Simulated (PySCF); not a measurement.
**SiF4**

SiF4 is a small molecule, neutral, singlet. The structure was relaxed in the gas phase by PBE0-D3(BJ)/def2-SVP. No frequency run checks that it is a minimum.

SMILES: F[Si](F)(F)F

```tsv
atom	x (Å)	y (Å)	z (Å)
F1	1.151	-0.517	0.975
Si2	0.004	-0.004	0.007
F3	0.646	0.509	-1.350
F4	-0.779	1.187	0.702
F5	-1.001	-1.192	-0.301
```

Shieldings: GIAO PBE0/pcSseg-2. Shifts are against computed references at the same level: Si TMS (σ 341.3 ppm). Core levels by delta-SCF with SCAN, pcX-2 on the ionised atom and pcseg-1 elsewhere, spin-free X2C (2p3/2 is the spin-free 2p value less a third of a first-order spin-orbit splitting); from the vacuum level, for chosen atoms.

**Question.** Give the shieldings and core levels atom by atom.

**Answer.** 
```json
{"atoms": "F1 F3 F4 F5", "bonded to": "1 Si", "σ (ppm)": "342.3", "δ (ppm)": "-", "core level (eV)": "1s 694.47"}
{"atoms": "Si2", "bonded to": "4 F", "σ (ppm)": "450.1", "δ (ppm)": "-108.8", "core level (eV)": "2p3/2 111.99"}
```

Values are those of this one static structure; atoms that internal rotation interchanges would show their mean in an NMR spectrum.

**Question.** By CAM-B3LYP/def2-SVPD (TDDFT singlets, Tamm-Dancoff triplets, ionisation by delta-SCF), where does absorption start, and what does vertical ionisation take?

**Answer.** The first singlet with intensity lies at 12.05 eV (f 0.189); what lies below it is dark. The lowest singlet lies at 10.91 eV (f 0.000), the strongest of the first 6 at 12.05 eV (f 0.189), the lowest triplet at 10.56 eV; vertical ionisation takes 15.99 eV.
